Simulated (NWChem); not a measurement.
System: CH4F3NSi; SMILES CN[Si](F)(F)F

NWChem input:

```
start job
memory heap 200 mb stack 900 mb global 1100 mb
geometry units angstroms noautoz
  C     -0.080069     2.385538     0.073276
  N      0.667999     1.146967     0.132284
  Si     0.031086    -0.402455     0.001437
  F     -0.675990    -0.992404     1.316055
  F      1.207011    -1.426717    -0.360431
  F     -1.107945    -0.443569    -1.124940
  H     -0.245522     2.838677     1.066259
  H     -1.065735     2.202835    -0.379009
  H      0.428232     3.127004    -0.563700
  H      1.647631     1.241111     0.374327
end
basis spherical
  C library 6-31g*
  N library 6-31g*
  Si library 6-31g*
  F library 6-31g*
  H library 6-31g*
end
dft
  xc m06-2x
  grid coarse
  iterations 150
  mulliken
end
task dft gradient
```

Output (shortened):

```
             Northwest Computational Chemistry Package (NWChem) 7.3.0
             --------------------------------------------------------

 C1  symmetry detected

                             Geometry "geometry" -> ""
                             -------------------------

 Output coordinates in angstroms (scale by  1.889725989 to convert to a.u.)

  No.       Tag          Charge          X              Y              Z
 ---- ---------------- ---------- -------------- -------------- --------------
    1 C                    6.0000    -0.03001069     2.38042051     0.07724958
    2 N                    7.0000     0.69192907     1.12562521     0.11516454
    3 Si                  14.0000     0.01853287    -0.40902360    -0.00681172
    4 F                    9.0000    -0.67177650    -0.98866777     1.32123285
    5 F                    9.0000     1.16341960    -1.45720356    -0.39849251
    6 F                    9.0000    -1.14596300    -0.42083023    -1.10754652
    7 H                    1.0000    -0.16332927     2.83309416     1.07526642
    8 H                    1.0000    -1.02927768     2.22103258    -0.35349457
    9 H                    1.0000     0.48004681     3.11317290    -0.56834740
   10 H                    1.0000     1.67853977     1.19744525     0.33554595

 Effective nuclear repulsion energy (a.u.)     343.2254450074

                                 NWChem DFT Module
                                 -----------------

 Summary of "ao basis" -> "ao basis" (spherical)
 ------------------------------------------------------------------------------
       Tag                 Description            Shells   Functions and Types
 ---------------- ------------------------------  ------  ---------------------
 C                           6-31g*                  6       14   3s2p1d
 N                           6-31g*                  6       14   3s2p1d
 Si                          6-31g*                  8       18   4s3p1d
 F                           6-31g*                  6       14   3s2p1d
 H                           6-31g*                  2        2   2s

            General Information
            -------------------
          SCF calculation type: DFT
          Wavefunction type:  closed shell.
          No. of atoms     :    10
          No. of electrons :    58
           Alpha electrons :    29
            Beta electrons :    29
          Charge           :     0
          Spin multiplicity:     1
          Use of symmetry is: off; symmetry adaption is: off
          Maximum number of iterations: 150
          AO basis - number of functions:    96
                     number of shells:    46
          Convergence on energy requested:  1.00D-06
          Convergence on density requested:  1.00D-05
          Convergence on gradient requested:  5.00D-04

              XC Information
              --------------
                       M06-2X Method XC Functional
                     Hartree-Fock (Exact) Exchange  0.540
                        M06-2X Exchange Functional  1.000
                      M06-2X Correlation Potential  1.000

             Grid Information
             ----------------
          Grid used for XC integration:  coarse
          Radial quadrature: Mura-Knowles
          Angular quadrature: Lebedev.
          Tag              B.-S. Rad. Rad. Pts. Rad. Cut. Ang. Pts.
          ---              ---------- --------- --------- ---------
          C                   0.70       35           9.0       302
          N                   0.65       35           7.0       302
          Si                  1.10       70           9.0       302
          F                   0.50       35          11.0       302
          H                   0.35       35          11.0       302
          Grid pruning is: on
          Number of quadrature shells:   385
          Spatial weights used:  Erf1

      Superposition of Atomic Density Guess
      -------------------------------------

 Sum of atomic energies:        -680.88122614

      Non-variational initial energy
      ------------------------------

 Total energy =    -682.854794
 1-e energy   =   -1627.610563
 2-e energy   =     601.530324
 HOMO         =      -0.306163
 LUMO         =       0.049550

     ---------------------------------------------
      Total Density - Mulliken Population Analysis
     ---------------------------------------------

    Atom       Charge   Shell Charges
 -----------   ------   -------------------------------------------------------
    1 C    6     6.39   2.00  0.70  1.92  0.64  1.08  0.05
    2 N    7     7.94   2.00  0.80  2.61  0.76  1.75  0.02
    3 Si  14    11.96   2.00  2.00  5.97  0.60  0.89  0.04  0.16  0.30
    4 F    9     9.60   2.00  0.95  3.46  1.00  2.18  0.01
    5 F    9     9.59   2.00  0.95  3.46  1.00  2.18  0.01
    6 F    9     9.60   2.00  0.95  3.46  1.00  2.19  0.01
    7 H    1     0.80   0.48  0.32
    8 H    1     0.79   0.47  0.31
    9 H    1     0.79   0.47  0.31
   10 H    1     0.56   0.41  0.15

   convergence    iter        energy       DeltaE   RMS-Dens  Diis-err
 ---------------- ----- ----------------- --------- --------- ---------
 d= 0,ls=0.0,diis     1   -684.2051068234 -1.03D+03  1.10D-02  9.97D-01
 d= 0,ls=0.0,diis     2   -684.2350839452 -3.00D-02  4.46D-03  9.69D-01
 d= 0,ls=0.0,diis     3   -684.3106566082 -7.56D-02  4.84D-04  6.09D-03
 d= 0,ls=0.0,diis     4   -684.3111215282 -4.65D-04  1.85D-04  8.23D-04
 d= 0,ls=0.0,diis     5   -684.3111944045 -7.29D-05  5.93D-05  1.20D-04
  Resetting Diis
 d= 0,ls=0.0,diis     6   -684.3112069450 -1.25D-05  1.19D-05  1.37D-06
 d= 0,ls=0.0,diis     7   -684.3112071477 -2.03D-07  4.50D-06  1.75D-07

         Total DFT energy =     -684.311207147667
      One electron energy =    -1631.032508968482
           Coulomb energy =      669.728931129396
    Exchange-Corr. energy =      -66.233074315973
 Nuclear repulsion energy =      343.225445007391

 Numeric. integr. density =       58.000046691416

                       DFT Final Molecular Orbital Analysis
                       ------------------------------------

 Vector   27  Occ=2.000000D+00  E=-4.967040D-01
              MO Center= -3.5D-01, -9.2D-01,  1.6D-01, r^2= 2.6D+00
   Bfn.  Coefficient  Atom+Function         Bfn.  Coefficient  Atom+Function
  ----- ------------  ---------------      ----- ------------  ---------------
    49      0.395037   4 F  px               65     -0.319702   5 F  pz
    79      0.295633   6 F  pz               53      0.286800   4 F  px
    69     -0.235957   5 F  pz               77     -0.215889   6 F  px
    83      0.214603   6 F  pz               81     -0.160655   6 F  px
    50     -0.158919   4 F  py               51      0.143781   4 F  pz

 Vector   28  Occ=2.000000D+00  E=-4.493133D-01
              MO Center=  3.7D-02,  1.9D+00, -4.4D-02, r^2= 2.5D+00
   Bfn.  Coefficient  Atom+Function         Bfn.  Coefficient  Atom+Function
  ----- ------------  ---------------      ----- ------------  ---------------
     3      0.290392   1 C  px                4      0.225861   1 C  py
    91     -0.225065   8 H  s                18     -0.195435   2 N  py
    92     -0.193111   8 H  s                17     -0.191434   2 N  px
    93      0.169962   9 H  s                36      0.157934   3 Si py
     7      0.151438   1 C  px               94      0.150787   9 H  s

 Vector   29  Occ=2.000000D+00  E=-3.310917D-01
              MO Center=  5.1D-01,  1.3D+00,  1.4D-01, r^2= 1.9D+00
   Bfn.  Coefficient  Atom+Function         Bfn.  Coefficient  Atom+Function
  ----- ------------  ---------------      ----- ------------  ---------------
    19      0.517722   2 N  pz               23      0.472113   2 N  pz
    90     -0.172033   7 H  s                 5     -0.168211   1 C  pz
    89     -0.149453   7 H  s                94      0.132635   9 H  s
    93      0.116235   9 H  s                 9     -0.096685   1 C  pz
    17     -0.095291   2 N  px               21     -0.088693   2 N  px

 Vector   30  Occ=0.000000D+00  E= 7.998434D-02
              MO Center=  2.5D-01,  4.5D-01,  1.5D-01, r^2= 4.9D+00
   Bfn.  Coefficient  Atom+Function         Bfn.  Coefficient  Atom+Function
  ----- ------------  ---------------      ----- ------------  ---------------
    38      1.299629   3 Si s                20     -1.045007   2 N  s
    96      0.647298  10 H  s                 6     -0.548338   1 C  s
    52     -0.325809   4 F  s                80     -0.323896   6 F  s
    94      0.315977   9 H  s                92      0.308658   8 H  s
     8     -0.262676   1 C  py               66     -0.249420   5 F  s

 Vector   31  Occ=0.000000D+00  E= 1.125082D-01
              MO Center=  2.8D-01,  2.5D-01,  1.2D-01, r^2= 5.5D+00
   Bfn.  Coefficient  Atom+Function         Bfn.  Coefficient  Atom+Function
  ----- ------------  ---------------      ----- ------------  ---------------
     6      1.184940   1 C  s                39      0.739695   3 Si px
    94     -0.584404   9 H  s                66     -0.467822   5 F  s
    38      0.454643   3 Si s                92     -0.431912   8 H  s
    40     -0.418083   3 Si py               20     -0.321048   2 N  s
    90     -0.286516   7 H  s                35      0.212403   3 Si px

 Vector   32  Occ=0.000000D+00  E= 1.351411D-01
              MO Center=  2.1D-01,  2.0D-03, -1.6D-01, r^2= 6.2D+00
   Bfn.  Coefficient  Atom+Function         Bfn.  Coefficient  Atom+Function
  ----- ------------  ---------------      ----- ------------  ---------------
    96     -0.714824  10 H  s                20      0.686327   2 N  s
    41     -0.592026   3 Si pz               40     -0.486078   3 Si py
    38      0.473229   3 Si s                39     -0.467624   3 Si px
    80     -0.431868   6 F  s                92      0.416763   8 H  s
    90     -0.406749   7 H  s                94     -0.316162   9 H  s

     ---------------------------------------------
      Total Density - Mulliken Population Analysis
     ---------------------------------------------

    Atom       Charge   Shell Charges
 -----------   ------   -------------------------------------------------------
    1 C    6     6.33   2.00  0.66  2.08  0.61  0.94  0.05
    2 N    7     7.75   2.00  0.75  2.55  0.79  1.64  0.02
    3 Si  14    12.61   2.00  2.00  5.97  0.70  1.30 -0.04  0.20  0.49
    4 F    9     9.40   2.00  0.92  3.30  1.03  2.15  0.01
    5 F    9     9.41   2.00  0.92  3.30  1.03  2.15  0.01
    6 F    9     9.41   2.00  0.92  3.30  1.03  2.15  0.01
    7 H    1     0.82   0.52  0.30
    8 H    1     0.81   0.52  0.29
    9 H    1     0.82   0.52  0.30
   10 H    1     0.63   0.49  0.14

     -------------------------------------------
      Total Density - Lowdin Population Analysis
     -------------------------------------------

    Atom       Charge   Shell Charges
 -----------   ------   -------------------------------------------------------
    1 C    6     6.28   1.99  0.53  1.88  0.43  1.35  0.10
    2 N    7     7.47   1.99  0.66  2.41  0.52  1.85  0.05
    3 Si  14    13.14   2.00  1.96  5.88  0.49  1.26  0.22  0.57  0.76
    4 F    9     9.26   1.99  0.92  3.18  0.85  2.30  0.02
    5 F    9     9.26   1.99  0.92  3.18  0.85  2.30  0.02
    6 F    9     9.26   1.99  0.92  3.18  0.85  2.30  0.02
    7 H    1     0.87   0.50  0.37
    8 H    1     0.85   0.50  0.36
    9 H    1     0.87   0.50  0.37
   10 H    1     0.73   0.46  0.26

     Multipole analysis of the density
     ---------------------------------

     L   x y z        total         alpha         beta         nuclear
     -   - - -        -----         -----         ----         -------
     0   0 0 0     -0.000000    -29.000000    -29.000000     58.000000

     1   1 0 0      0.469434      0.234717      0.234717      0.000000
     1   0 1 0      1.111216      0.555608      0.555608      0.000000
     1   0 0 1      0.147847      0.073924      0.073924     -0.000000

     2   2 0 0    -28.613154    -77.796785    -77.796785    126.980417
     2   1 1 0      0.954983     -0.830557     -0.830557      2.616097
     2   1 0 1      0.736683     -0.136820     -0.136820      1.010324
     2   0 2 0    -27.510340   -190.160403   -190.160403    352.810466
     2   0 1 1      0.545170     -0.813041     -0.813041      2.171253
     2   0 0 2    -31.236518    -69.230768    -69.230768    107.225017

            General Information
            -------------------
          SCF calculation type: DFT
          Wavefunction type:  closed shell.
          No. of atoms     :    10
          No. of electrons :    58
           Alpha electrons :    29
            Beta electrons :    29
          Charge           :     0
          Spin multiplicity:     1
          Use of symmetry is: off; symmetry adaption is: off
          Maximum number of iterations: 150
          AO basis - number of functions:    96
                     number of shells:    46
          Convergence on energy requested:  1.00D-06
          Convergence on density requested:  1.00D-05
          Convergence on gradient requested:  5.00D-04

              XC Information
              --------------
                       M06-2X Method XC Functional
                     Hartree-Fock (Exact) Exchange  0.540
                        M06-2X Exchange Functional  1.000
                      M06-2X Correlation Potential  1.000

             Grid Information
             ----------------
          Grid used for XC integration:  coarse
          Radial quadrature: Mura-Knowles
          Angular quadrature: Lebedev.
          Tag              B.-S. Rad. Rad. Pts. Rad. Cut. Ang. Pts.
          ---              ---------- --------- --------- ---------
          C                   0.70       35           9.0       302
          N                   0.65       35           7.0       302
          Si                  1.10       70           9.0       302
          F                   0.50       35          11.0       302
          H                   0.35       35          11.0       302
          Grid pruning is: on
          Number of quadrature shells:   385
          Spatial weights used:  Erf1

          Convergence Information
          -----------------------
          Convergence aids based upon iterative change in
          total energy or number of iterations.
          Levelshifting, if invoked, occurs when the
          HOMO/LUMO gap drops below (HL_TOL):  1.00D-02
          DIIS, if invoked, will attempt to extrapolate
          using up to (NFOCK): 10 stored Fock matrices.

                    Damping( 0%)  Levelshifting(0.5)       DIIS
                  --------------- ------------------- ---------------
          dE  on:    start            ASAP                start
          dE off:    2 iters        150 iters           150 iters

                            NWChem DFT Gradient Module
                            --------------------------

  charge          =   0.00
  wavefunction    = closed shell

                         DFT ENERGY GRADIENTS

    atom               coordinates                        gradient
                 x          y          z           x          y          z
   1 C      -0.056712   4.498343   0.145981    0.006835  -0.011364   0.000657
   2 N       1.307556   2.127123   0.217629   -0.004013   0.007428   0.000287
   3 Si      0.035022  -0.772943  -0.012872    0.005756   0.010369   0.001350
   4 F      -1.269474  -1.868311   2.496768   -0.005377  -0.004422   0.009646
   5 F       2.198544  -2.753715  -0.753042    0.008613  -0.008654  -0.002875
   6 F      -2.165556  -0.795254  -2.092959   -0.009335  -0.000738  -0.008552
   7 H      -0.308648   5.353772   2.031959   -0.001273   0.002966   0.004368
   8 H      -1.945053   4.197143  -0.668008   -0.004369   0.000793  -0.001849
   9 H       0.907157   5.883044  -1.074021    0.001548   0.004029  -0.002916
  10 H       3.171980   2.262843   0.634090    0.001616  -0.000406  -0.000116
```

Level: M06-2X/6-31G* (spherical d). Structure relaxed at the PBE0/def2-SVP level.
